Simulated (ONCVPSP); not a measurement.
**A failed generation for Sb**

Input:

```
# ATOM AND REFERENCE CONFIGURATION
# atsym  z   nc   nv     iexc    psfile
  Sb 51.00    6    5  -116133      upf
#
#   n    l    f
    1    0    2.00
    2    0    2.00
    2    1    6.00
    3    0    2.00
    3    1    6.00
    3    2   10.00
    4    0    2.00
    4    1    6.00
    4    2   10.00
    5    0    1.50
    5    1    3.50
#
# PSEUDOPOTENTIAL AND OPTIMIZATION
# lmax
    2
#
#   l,   rc,      ep,       ncon, nbas, qcut
    0    1.40    0.00    3    6    9.50
    1    1.30    0.00    4    7   12.00
    2    1.30    0.00    4    9   18.70
#
# LOCAL POTENTIAL
# lloc, lpopt,  rc(5),   dvloc0
    2    5    1.30    0.00
#
# VANDERBILT-KLEINMAN-BYLANDER PROJECTORs
# l, nproj, debl
    0    2    3.90
    1    2    2.40
    2    0    0.40
#
# MODEL CORE CHARGE
# icmod, fcfact, rcfact
    0    0.00    0.00
#
# LOG DERIVATIVE ANALYSIS
# epsh1, epsh2, depsh
   -7.00    5.00    0.04
#
# OUTPUT GRID
# rlmax, drl
    6.00    0.01
#
# TEST CONFIGURATIONS
# ncnf
    4
# nvcnf
#   n    l    f
    5
    4    0    2.00
    4    1    6.00
    4    2   10.00
    5    0    2.00
    5    1    3.00
#
    5
    4    0    2.00
    4    1    6.00
    4    2   10.00
    5    0    2.00
    5    1    2.00
#
    5
    4    0    2.00
    4    1    6.00
    4    2   10.00
    5    0    2.00
    5    1    1.00
#
    5
    4    0    2.00
    4    1    6.00
    4    2   10.00
    5    0    2.00
    5    1    2.50
#
```

```bash
oncvpsp.x < Sb.dat > Sb.out
```

End of the output:

```

Calculating optimized projector #   1

 for l=   2

    Fraction of norm inside rc  0.777169
    Optimizing pswf for qcut=  18.69 a_B^-1,  ecut= 174.69 Ha
    Residual kinetic energy error=  3.14D-09 Ha
 ERROR pspot:  first pseudo wave function has node,          program will stop
 ERROR pspot: try changing psp parameters for this l
```

Q: Why did it fail, and what change makes it run?

A: The run stopped because the optimised pseudo-wave of the first projector has a node, so the radial equation cannot be inverted for a potential. A run that differs only in the following succeeds: s: qcut 7.1; p: qcut 9; d: qcut 14. This is one of several that fit.
